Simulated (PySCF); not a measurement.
## S²⁺ (sulfur, charge +2) across methods

[Ne] 3s2 3p2, high-spin 3P determinant. Calculation: PySCF 2.14, in aug-cc-pwCVQZ; no relativity, point nucleus.

```json
{"method": "PBE0", "E (hartree)": "-396.7442", "mean ε 3s α (eV)": "-42.461", "mean ε 3s β (eV)": "-39.065", "mean ε 3p α (eV)": "-30.582", "Σ⟨r²⟩ (bohr²)": "14.94", "⟨S²⟩": "2.005"}
{"method": "LDA", "E (hartree)": "-395.4958", "mean ε 3s α (eV)": "-40.134", "mean ε 3s β (eV)": "-37.846", "mean ε 3p α (eV)": "-28.867", "Σ⟨r²⟩ (bohr²)": "14.96", "⟨S²⟩": "2.001"}
{"method": "BHandHLYP", "E (hartree)": "-396.9017", "mean ε 3s α (eV)": "-44.492", "mean ε 3s β (eV)": "-40.480", "mean ε 3p α (eV)": "-31.939", "Σ⟨r²⟩ (bohr²)": "14.97", "⟨S²⟩": "2.005"}
{"method": "UHF", "E (hartree)": "-396.33836", "mean ε 3s α (eV)": "-48.504", "mean ε 3s β (eV)": "-41.868", "mean ε 3p α (eV)": "-34.733", "Σ⟨r²⟩ (bohr²)": "15.08", "⟨S²⟩": "2.012"}
{"method": "PBEsol", "E (hartree)": "-396.0767", "mean ε 3s α (eV)": "-40.100", "mean ε 3s β (eV)": "-37.570", "mean ε 3p α (eV)": "-28.866", "Σ⟨r²⟩ (bohr²)": "14.95", "⟨S²⟩": "2.003"}
{"method": "r2SCAN", "E (hartree)": "-396.8506", "mean ε 3s α (eV)": "-40.974", "mean ε 3s β (eV)": "-37.787", "mean ε 3p α (eV)": "-29.488", "Σ⟨r²⟩ (bohr²)": "14.95", "⟨S²⟩": "2.007"}
{"method": "PBE", "E (hartree)": "-396.7119", "mean ε 3s α (eV)": "-40.170", "mean ε 3s β (eV)": "-37.643", "mean ε 3p α (eV)": "-28.955", "Σ⟨r²⟩ (bohr²)": "14.94", "⟨S²⟩": "2.003"}
```

Q: Estimate the same row for PW91.

A: E (hartree) = -396.8680; mean ε 3s α (eV) = -40.229; mean ε 3s β (eV) = -37.718; mean ε 3p α (eV) = -29.015; Σ⟨r²⟩ (bohr²) = 14.93; ⟨S²⟩ = 2.003.
